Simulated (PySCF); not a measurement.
Radial density of Tc (technetium, neutral)

B3LYP, [Kr] 4d5 5s1 5p1, high-spin 8P determinant (an excited configuration). All numbers are calculated (PySCF 2.14, scalar relativity through the core potential, in aug-cc-pwCVTZ-PP with ECP28MDF). This is the valence pseudo-density: the core potential removes the inner electrons and smooths the orbitals near the nucleus.

```tsv
r (bohr)	4πr²ρ (e/bohr)	4πr²(ρα − ρβ)
0.0330	2.118e-05	0.0000
0.0555	5.115e-05	0.0000
0.0933	0.0001741	0.0000
0.157	0.001508	0.0005
0.264	0.02482	0.0084
0.444	0.6865	0.1554
0.747	8.003	1.5542
1.26	10.43	3.3756
2.11	2.758	2.0764
3.56	0.7704	0.7654
5.98	0.1376	0.1376
10.1	0.006163	0.0062
16.9	1.811e-05	0.0000
```

Energies and moments cover only the electrons outside the core potential.
